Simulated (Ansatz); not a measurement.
Consider the atomization: `F[Si](F)(Cl)[NH][GeH2][Cl]` → 2 Cl• + 2 F• + Ge• + 3 H• + N• + Si•.

Computed with Ansatz on PBE0-D4/def2-TZVP structures; ΔE is electronic, products minus reactants. CCSD(T)/CBS is the MP2 limit (def2-TZVPP, def2-QZVPP) plus CCSD(T) − MP2 in def2-TZVPP, frozen cores. This one scheme is used for every species, atoms too. DFT in def2-TZVPP. B3LYP here is the variant with VWN-RPA as its local correlation; programs differ in this. No spin–orbit coupling; open shells (•) take unrestricted orbitals. Spin–orbit coupling would lower the free atoms: a little for Cl, F, Si; clearly for Ge. For Ge outer-core shells are correlated without core-valence functions, so the limit isn't a true one: a few kJ/mol of doubt a bond, and 10 to 20 or more in all where bonds break to atoms. Scalar relativity is left out up to krypton. Each species was taken in one conformer, which may not be the lowest.

Q: What is ΔE at CCSD(T)/CBS? (Estimate.)

A: The calculation gave: +37.55 eV.

Q: What do these levels give: PBE-D4, ωB97M-V, B2PLYP, r2SCAN, PBE0, B3LYP, HF/def2-TZVPP, MP2/def2-TZVPP, CCSD/def2-TZVPP, CCSD(T)/def2-TZVPP, MP2/def2-QZVPP, MP2/CBS(def2)? (Estimate.)

A: The calculation gave: PBE-D4 37.68, ωB97M-V 37.41, B2PLYP 36.70, r2SCAN 37.31, PBE0 36.65, B3LYP 36.28, HF/def2-TZVPP 26.76, MP2/def2-TZVPP 37.61, CCSD/def2-TZVPP 35.67, CCSD(T)/def2-TZVPP 36.34, MP2/def2-QZVPP 38.34, MP2/CBS(def2) 38.82 eV.

Largest T1 diagnostic among the species: 0.012.

From PBE to PBE0 (25 % exact exchange), in def2-TZVPP and without D4, ΔE moves by −0.67 eV: exact exchange takes away binding that semilocal exchange gives to molecules. In def2-TZVPP, CCSD(T) changes the Hartree–Fock value by +9.58 eV (the triples alone add +0.68 eV) and MP2 by +10.85 eV; breaking electron pairs costs correlation energy, which Hartree–Fock lacks.

For atomizations the MP2-based limit and the directly extrapolated one differ by several kJ/mol either way, and by 10 to 25 for some Ge, Se and Sn compounds, so smaller differences from it don't rank the levels.
